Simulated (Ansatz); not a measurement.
System: SiNH₂F₃, charge 0, multiplicity 1. SMILES: [Si](F)(F)(N)F
Geometry from a B3LYP-D3(BJ)/def2-TZVP (Ansatz, a first-principles code) optimisation:
```
Si
F 1 1.5800
F 1 1.5800 2 110.23
F 1 1.5841 2 105.72 3 113.80
N 1 1.6755 2 109.62 4 125.44
H 5 1.0060 1 122.47 2 -38.32
H 5 1.0060 6 112.93 1 163.76
```

Quantity: atomisation energy, in kcal/mol. Conventions: LANL2DZ with its own core potentials from Na on; non-relativistic; UHF or UKS for open shells; frozen cores in correlated levels; atomisation electronic, to ground-state atoms; no spin-orbit coupling; six Cartesian d functions in 6-31G* and its kin unless marked 5d; 6-311+G** with 5d, 6d on Na to Ar in Ansatz. CBS marks a two-point X^-3 extrapolation of the correlation energy; Hartree-Fock from the larger set. Ab initio and DFT rows: single points at B3LYP-D3(BJ) geometries (Ansatz).

Coupled cluster (Ansatz) is a level with limits of its own, used here on species with T1 under 0.025 (0.045 for open shells) and stable references: CCSD(T)/CBS(aug-cc-pV(T+d)Z,aug-cc-pV(Q+d)Z).

Value to compare with, CCSD(T)/CBS(aug-cc-pV(T+d)Z,aug-cc-pV(Q+d)Z) (Ansatz): 716.2 kcal/mol.

```
level         program  atomisation energy (kcal/mol)  difference
------------  -------  -----------------------------  ----------
HF/STO-3G      Ansatz                          397.5      -318.7
HF/3-21G       Ansatz                          431.4      -284.8
HF/LANL2DZ     Ansatz                          384.4      -331.8
HF/6-31G*      Ansatz                          491.2      -225.0
HF/6-311+G**   Ansatz                          482.4      -233.8
```

Among the 5 habitual levels, HF/LANL2DZ lies farthest from CCSD(T)/CBS(aug-cc-pV(T+d)Z,aug-cc-pV(Q+d)Z) (Ansatz) (-331.8 kcal/mol) and HF/6-31G* nearest (-225.0); 0 of 5 lie above it, and their mean absolute difference is 278.8 kcal/mol, the median 284.8. One case shows no general order.

The sets are all those run for this method; left out are runs that failed, that the program found above a lower state of the same kind, or whose <S^2> lies over 0.5 above the pure value.
